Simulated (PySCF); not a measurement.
## `FC(F)[C@H]1[GeH2][CH2][C@H]1S`, C₄H₈F₂GeS

Molfile (atoms numbered from 1):
```
C4H8F2GeS
     RDKit          3D

 16 16  0  0  0  0  0  0  0  0999 V2000
   -1.1901    0.7606   -1.6414 F   0  0  0  0  0  0  0  0  0  0  0  0
   -0.7298    1.5498   -0.6270 C   0  0  0  0  0  0  0  0  0  0  0  0
   -1.8166    2.2397   -0.2008 F   0  0  0  0  0  0  0  0  0  0  0  0
   -0.2100    0.6939    0.4960 C   0  0  1  0  0  0  0  0  0  0  0  0
   -1.3089   -0.9863    0.5397 Ge  0  0  0  0  0  4  0  0  0  0  0  0
    0.3731   -1.4341   -0.4355 C   0  0  0  0  0  0  0  0  0  0  0  0
    1.0097   -0.1551    0.1219 C   0  0  1  0  0  0  0  0  0  0  0  0
    2.1822    0.6853   -1.0207 S   0  0  0  0  0  0  0  0  0  0  0  0
   -0.0127    2.2653   -1.0551 H   0  0  0  0  0  0  0  0  0  0  0  0
   -0.0436    1.3413    1.3562 H   0  0  0  0  0  0  0  0  0  0  0  0
   -2.6414   -0.9738   -0.1465 H   0  0  0  0  0  0  0  0  0  0  0  0
   -1.4307   -1.5813    1.9201 H   0  0  0  0  0  0  0  0  0  0  0  0
    0.2418   -1.3724   -1.5145 H   0  0  0  0  0  0  0  0  0  0  0  0
    0.9333   -2.3375   -0.2044 H   0  0  0  0  0  0  0  0  0  0  0  0
    1.5776   -0.3716    1.0294 H   0  0  0  0  0  0  0  0  0  0  0  0
    3.0584   -0.3150   -1.0383 H   0  0  0  0  0  0  0  0  0  0  0  0
  1  2  1  0
  2  3  1  0
  2  4  1  0
  4  5  1  0
  5  6  1  0
  6  7  1  0
  7  8  1  0
  7  4  1  0
  2  9  1  0
  4 10  1  1
  5 11  1  0
  5 12  1  0
  6 13  1  0
  6 14  1  0
  7 15  1  1
  8 16  1  0
M  END
```

Method used: PySCF 2.14.0, TDDFT LC-wPBE/def2-SVPD circular dichroism and optical rotation, one conformer, gas phase. Geometry: GFN2-xTB.

The molecule is flexible and this is one conformer; a measurement averages over conformers. The calculation is non-relativistic, which matters for the atoms heavier than Zn.

Problem. Draw the ECD and absorption spectra from the lowest 16 states, each a Gaussian of half-width 0.3 eV at 1/e height.

Solution. 
| E (eV) | λ (nm) | Δε (L mol⁻¹ cm⁻¹) | ε (L mol⁻¹ cm⁻¹) |
| --- | --- | --- | --- |
| 5.22 | 238 | +0.02 | 0.973 |
| 5.32 | 233 | +0.06 | 2.65 |
| 5.42 | 229 | +0.13 | 5.76 |
| 5.52 | 225 | +0.23 | 10 |
| 5.62 | 221 | +0.32 | 14.1 |
| 5.72 | 217 | +0.36 | 16.1 |
| 5.82 | 213 | +0.32 | 16.9 |
| 5.92 | 209 | +0.22 | 24.2 |
| 6.02 | 206 | +0.08 | 61.4 |
| 6.12 | 203 | -0.09 | 177 |
| 6.22 | 199 | -0.36 | 440 |
| 6.32 | 196 | -0.77 | 884 |
| 6.42 | 193 | -1.25 | 1420 |
| 6.52 | 190 | -1.62 | 1840 |
| 6.62 | 187 | -1.67 | 1900 |
| 6.72 | 185 | -1.38 | 1580 |
| 6.82 | 182 | -0.91 | 1070 |
| 6.92 | 179 | -0.44 | 655 |
| 7.02 | 177 | -0.06 | 548 |
| 7.12 | 174 | +0.29 | 845 |
| 7.22 | 172 | +0.75 | 1520 |
| 7.32 | 169 | +1.38 | 2390 |
| 7.42 | 167 | +2.21 | 3160 |
| 7.52 | 165 | +3.03 | 3680 |
| 7.62 | 163 | +3.00 | 4270 |
| 7.72 | 161 | +0.39 | 5640 |
| 7.82 | 159 | -6.42 | 8340 |
| 7.92 | 157 | -15.65 | 12200 |
| 8.02 | 155 | -19.34 | 16400 |
| 8.12 | 153 | -7.15 | 19700 |
| 8.22 | 151 | +21.74 | 21700 |
| 8.32 | 149 | +50.50 | 22600 |
| 8.42 | 147 | +55.44 | 22900 |
| 8.52 | 146 | +29.13 | 23200 |
| 8.62 | 144 | -11.00 | 23000 |

Δε uses R in velocity form, ε uses f in length form. Only the states computed contribute, so the short-wavelength end is incomplete.
